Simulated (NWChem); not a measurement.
# A calculation on H₂Sb (+1)

```xyz
3

Sb     0.0000     0.0000    -0.0457
H      1.2150     0.0000     1.1664
H     -1.2150     0.0000     1.1664
```
Charge +1, spin multiplicity 1.

The numbers come from NWChem runs, not from measurements. All single points use one geometry, from PBE0/def2-SVP with def2 effective core potentials on Sb, a minimum by its harmonic frequencies.

Symmetry labels belong to the abelian group C2v used in the runs, with the axes of the coordinates shown; states degenerate in a higher group split over its labels.

Effective core potentials replace the inner electrons of Sb; spin-orbit coupling is left out. The spin multiplicity of the parent species was assumed, not shown to be that of its ground state. The structure started from a generated list of species.

### Question
List the lowest 6 singlet excitations that CIS/def2-SVPD with def2 effective core potentials on Sb gives, with oscillator strengths.

### Answer
```csv
state,symmetry,energy (eV),wavelength (nm),f
1,b2,2.74,453,0.019
2,a2,4.50,275,0.000
3,b1,8.27,150,0.311
4,a1,8.91,139,0.209
5,a1,10.17,122,0.218
6,a1,10.49,118,0.043
```
